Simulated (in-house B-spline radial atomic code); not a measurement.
Computed with a B-spline radial atomic code. Model: two electrons, singlet ground state, non-relativistic, full CI in B-splines with partial waves to l = 8 (at full coupling up to 3e-4 hartree above the limit, correlation up to 0.6 % small), density held at that of full coupling by Lieb maximisation.

Along the adiabatic connection the electron repulsion is scaled by a coupling λ while a local potential keeps the density fixed. At λ = 0 the system is the Kohn-Sham one and W equals the exchange energy; the exchange-correlation energy is the area under W between 0 and 1. The kinetic energy rises with λ as the electrons avoid each other, with dT/dλ = −λ dW/dλ.

Command:
```bash
python run_ac.py task.json out
```
Settings (lengths in bohr, energies in hartree):
```
potential              gauss
strength               2.12
lmax                   8
second                 3.75
```

Time taken, with all properties: 9.4 s on 1 thread of Intel(R) Xeon(R) Processor @ 2.30GHz, with other jobs on the host.

**W = mean repulsion less Hartree energy, and W of three functionals.**

Given: confinement Gaussian well; well depth 2.12 hartree; well width 3.75 bohr; external potential -V exp(-r^2/w^2).

Computed: LDA exchange minus exact 70.577 millihartree; PBE exchange minus exact 20.375 millihartree.

| coupling | W xc (hartree) | W xc minus exchange (millihartree) | kinetic minus Kohn-Sham (millihartree) | LDA (PW92) W minus its exchange (millihartree) | PBE W minus its exchange (millihartree) | SCAN W minus its exchange (millihartree) |
| --- | --- | --- | --- | --- | --- | --- |
| 0 | -0.48465 | 0 | 0 | 0 | 0 | 0 |
| 0.02 | -0.4866 | -1.95 | 0.02 | -10.24 | -3.12 | -1.87 |
| 0.05 | -0.48946 | -4.805 | 0.12 | -20.33 | -7.48 | -4.57 |
| 0.12 | -0.49581 | -11.155 | 0.66 | -37.5 | -16.57 | -10.49 |
| 0.25 | -0.50655 | -21.896 | 2.63 | -60.15 | -30.81 | -20.43 |
| 0.4 | -0.51746 | -32.803 | 6.16 | -79.51 | -44.44 | -30.56 |
| 0.6 | -0.52994 | -45.291 | 12.36 | -99.41 | -59.52 | -42.31 |
| 0.8 | -0.54053 | -55.875 | 19.75 | -115.21 | -72.12 | -52.48 |
| 1 | ? | ? | ? | ? | ? | ? |
| 1.4 | -0.56426 | -79.602 | 45.34 | -149.04 | -100.51 | -76.28 |
| 2 | -0.58035 | -95.7 | 72.43 | -171.82 | -120.48 | -93.36 |
| 3 | -0.59817 | -113.51 | 116.27 | -197.75 | -143.8 | -113.12 |
| 4.5 | -0.61447 | -129.82 | 176.36 | -222.77 | -166.75 | -131.63 |
| 7 | ? | ? | ? | ? | ? | ? |
| 10 | -0.64071 | -156.05 | 353.47 | -266.89 | -208.02 | -159.61 |

Q: What belongs in the row 1?

A: W xc (hartree): -0.54959; W xc minus exchange (millihartree): -64.937; kinetic minus Kohn-Sham (millihartree): 27.88; LDA (PW92) W minus its exchange (millihartree): -128.29; PBE W minus its exchange (millihartree): -82.89; SCAN W minus its exchange (millihartree): -61.39.

Q: What belongs in the row 7?

A: W xc (hartree): -0.62997; W xc minus exchange (millihartree): -145.32; kinetic minus Kohn-Sham (millihartree): 263.54; LDA (PW92) W minus its exchange (millihartree): -248.16; PBE W minus its exchange (millihartree): -190.4; SCAN W minus its exchange (millihartree): -148.73.

Q: What is the SCAN exchange minus exact?

A: 1.9438 millihartree.

**Energy parts, natural occupations and partial-wave weights.**

Computed: exchange energy -0.48465 hartree; correlation energy -0.037059 hartree; kinetic part of the DFT correlation energy 0.027878 hartree; initial slope twice GL2 -0.098413 hartree; kinetic part over minus potential part 0.42931; Hartree energy 0.96931 hartree; Lieb Oxford ratio E_xc over LDA exchange 1.2599.

```json
{"natural": "s", "occupation of the shell (electrons)": "1.946"}
{"natural": "p", "occupation of the shell (electrons)": "0.048833"}
{"natural": "s", "occupation of the shell (electrons)": "0.0034637"}
{"natural": "d", "occupation of the shell (electrons)": "?"}
{"natural": "p", "occupation of the shell (electrons)": "0.00029734"}
{"natural": "f", "occupation of the shell (electrons)": "0.00012852"}
```

Q: What belongs in the row d?

A: occupation of the shell (electrons): 0.0011314.

```tsv
wave	weight
s	0.97474
p	?
d	0.00059239
f	7.1262e-05
g	1.5433e-05
```

Q: What belongs in the row p?

A: weight: 0.024574.

Q: What is the total energy?

A: -2.2550 hartree.

Q: What is the Kohn-Sham kinetic?

A: 0.54957 hartree.

Half-way to full coupling W has made 60 % of its drop, against 50 % for a straight line, and second-order (GL2) theory, half the initial slope, overshoots the correlation energy by about 33 %: a marked bend. Over couplings 0 to 1 the errors in E_xc come to about +24 millihartree for LDA, +8.5 millihartree for PBE, +4.3 millihartree for SCAN, so SCAN is nearest. In LDA and PBE the errors of exchange and correlation have opposite signs, so the sum is smaller than the larger of the two.
